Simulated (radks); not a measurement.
Values are calculated unless marked as measured or tabulated.
K I, configuration [Ar] 4s1.

Code: a radial shooting solver on a logarithmic mesh with Libxc functionals. Model: non-relativistic Kohn-Sham, PBE, spin-polarised, spherical densities, point nucleus; open shells are filled with parallel spins first.

Energy parts (eV):
total: -16318.953
kinetic: 16301.545
electron-nucleus: -38726.579
Hartree: 7009.660
exchange-correlation: -903.579

Orbitals (lengths in bohr, moments of r in powers of bohr):
\begin{tabular}{lrrrr}
orbital & occ. & eigenvalue (eV) & <r^2> & <r> \\ \hline
1s up & 1 & -3504.885 & 0.008932 & 0.08155 \\
1s down & 1 & -3504.873 & 0.008932 & 0.08155 \\
2s up & 1 & -350.4215 & 0.1802 & 0.3900 \\
2s down & 1 & -350.4085 & 0.1802 & 0.3900 \\
2p up & 3 & -279.8603 & 0.1530 & 0.3514 \\
2p down & 3 & -279.8485 & 0.1530 & 0.3514 \\
3s up & 1 & -34.9962 & 1.886 & 1.276 \\
3s down & 1 & -34.9398 & 1.880 & 1.274 \\
3p up & 3 & -18.8173 & 2.464 & 1.438 \\
3p down & 3 & -18.7330 & 2.442 & 1.433 \\
4s up & 1 & -2.5341 & 28.20 & 4.947 \\
\end{tabular}

The highest occupied level is 4s up at -2.534 eV. The density falls to 0.001 e/bohr^3 at r = 4.45 bohr. The spin density at the nucleus is 1.033 e/bohr^3 (1s 0.013, 2s 0.001, 3s -0.030, 4s 1.050), a Fermi contact field of 54.2 T. The electron density at the nucleus is 4545 e/bohr^3. Summed over all electrons, <r^2> = 47.98 bohr^2, which gives a Langevin (diamagnetic) susceptibility term of -38 x 10^-6 cm^3/mol.
